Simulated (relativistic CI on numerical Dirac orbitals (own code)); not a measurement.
# Kr3+: sensitivity of the levels to the model

Base calculation: Dirac-Coulomb-Breit CI, orbitals from a KLI potential per configuration, QED by a radiative potential, valence Slater integrals scaled by 0.85, P86 correlation energy added to each configuration.

CI space (outside the closed core [Ar] 3d10): 4s2 4p3, 4s 4p4, 4s2 4p2 4d, 4p5, 4s2 4p2 4f, 4s 4p3 4d, 4s2 4p2 5s, 4s2 4p2 5p, 4s 4p3 4f, 4s2 4p2 5d, 4s2 4p2 6s, 4s2 4p2 6p, 4s2 4p2 5f, 4s2 4p 4d2, 4s2 4d3, 4s2 4d2 4f, 4s 4p 4d3, 4s2 4d2 5s, 4s2 4d2 5p. Double excitations out of closed p, d and f shells are left out; levels of such configurations are missing from the list, as are those of other unlisted configurations, and high levels can miss mixing partners. These lack a partner that the ground configuration has and come out too high: 4s 4p3 4f, 4s2 4p2 5d, 4s2 4p2 6s, 4s2 4p2 6p, 4s2 4p2 5f.

Variants: (1) Slater integrals left unscaled; (2) valence Slater integrals scaled by 0.75; (3) QED terms removed. Shifts of the energy above 4s2 4p3 4S°_3/2, in cm⁻¹, for the lowest level and the first level of each name with at least 55 % of one term (blank where a level changes its place among those of its configuration and J or its character, or is not in the variant):

| Level | Base | Δ(1) | Δ(2) | Δ(3) | Measured |
| --- | --- | --- | --- | --- | --- |
| 4s2 4p3 4S°_3/2 | 0.0 | 0.0 | 0.0 | 0.0 | 0.0 |
| 4s2 4p3 2D°_3/2 | 17069.1 | +3036.2 | -2045.0 | +3.7 | 17037.6 |
| 4s2 4p3 2D°_5/2 | 18824.0 | +2898.0 | -1935.8 | -2.7 | 18700.3 |
| 4s2 4p3 2P°_1/2 | 29668.3 | +4281.5 | -2968.6 | +1.1 | 31056.4 |
| 4s2 4p3 2P°_3/2 | 32079.8 | +4013.1 | -2754.3 | -8.0 | 33405.6 |
| 4s 4p4 4P_5/2 | 124851.2 | -1853.8 | +1371.4 | +195.3 | 118761.5 |
| 4s 4p4 4P_3/2 | 128452.6 | -1890.1 | +1400.6 | +186.3 | 122426.5 |
| 4s 4p4 4P_1/2 | 130125.3 | -1844.1 | +1358.3 | +183.1 | 124109.7 |
| 4s 4p4 2D_3/2 | 153514.6 | +1725.4 | -1092.6 | +159.2 | 145772.8 |
| 4s 4p4 2D_5/2 | 154345.2 | +1711.2 | -1076.0 | +157.7 | 146644.7 |
| 4s2 4p2 4d 2P_3/2 | 172297.7 | +2338.3 | -1582.2 | +70.0 | 163445.1 |
| 4s2 4p2 4d 4F_3/2 | 180414.0 | +1917.8 | -1128.9 | -3.3 | 172724.0 |
| 4s2 4p2 4d 4F_5/2 | 181786.4 | +1912.4 | -1123.3 | -7.1 | 174105.7 |
| 4s2 4p2 4d 4F_7/2 | 183893.3 | +1874.3 | -1085.3 | -12.7 | 176231.0 |
| 4s2 4p2 4d 4F_9/2 | 186530.8 | +1882.9 | -1098.5 | -18.4 | 178877.0 |
| 4s2 4p2 4d 2F_5/2 | 188188.3 | +3097.1 | -1881.8 | -7.9 | 179228.3 |
| 4s2 4p2 4d 4D_1/2 | 188867.4 | +2929.4 |  | -9.0 | 180686.7 |
| 4s2 4p2 4d 4D_3/2 | 189186.9 | +2922.1 | -1770.0 | -11.0 | 181000.5 |
| 4s2 4p2 4d 4D_7/2 | 189398.0 | +2990.7 | -1806.0 | -12.2 | 180764.4 |
| 4s2 4p2 4d 2F_7/2 | 195444.2 | +3112.6 | -1879.4 | -24.0 | 186565.6 |
| 4s2 4p2 4d 2G_7/2 | 206119.8 | +5494.9 | -3484.6 | -15.0 |  |
| 4s2 4p2 4d 2G_9/2 | 206792.0 | +5424.7 | -3424.8 | -18.2 |  |

Correlation outside the listed configurations is missing or only estimated: errors of thousands of cm⁻¹ between configurations and terms are usual at this charge. Rates and lifetimes follow the computed energies and can be off by large factors. The fine structure of a lone outer electron comes out too small, for d and f at times inverted, and misplaced configurations move strength between like terms. 52 of the 69 excited levels that our extract of the measured tables holds in this range could be paired (the sources list more); they are missed by 8289 cm⁻¹ on average and 11138 at most, and levels without a partner can miss by more.

Measured levels: Saloman, J. Phys. Chem. Ref. Data 36, 215 (2007).

Ionisation energy from the two ground configurations alone: base 50.95 eV; Slater integrals left unscaled 51.22 eV; valence Slater integrals scaled by 0.75 50.76 eV. The NIST ASD value (measured) is 50.85 eV.

LS names give the leading component of a level, which can be under half, so a name can repeat, a term be missing and a line seem to break the LS rules.
